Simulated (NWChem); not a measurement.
Molecule: CH4O2Zn; SMILES C[O][Zn][OH]

All runs: NWChem. All runs use the structure optimised with PBE0/def2-SVP. One conformer.

Diagonal of the polarisability tensor at PBE/def2-SVPD, static: 39.85, 65.75, 38.84 bohr³.

### Question
Find the mean polarisability volume, the molar refraction, and the refractive index that an ideal gas of it would have at 273.15 K and 1 atm.

### Answer

1. Mean: one third of the trace = 48.15 bohr³ × 0.14818 Å³/bohr³ = 7.13 Å³.
2. Molar refraction (Lorentz-Lorenz): (4π/3) N_A α = 18.0 cm³/mol.
3. Number density p/kT = 2.687 × 10⁻⁵ Å⁻³; n − 1 = 2π N α = 12.04 × 10⁻⁴.
4. These hold the electronic response alone: vibrational and orientational terms add to the static dielectric constant.
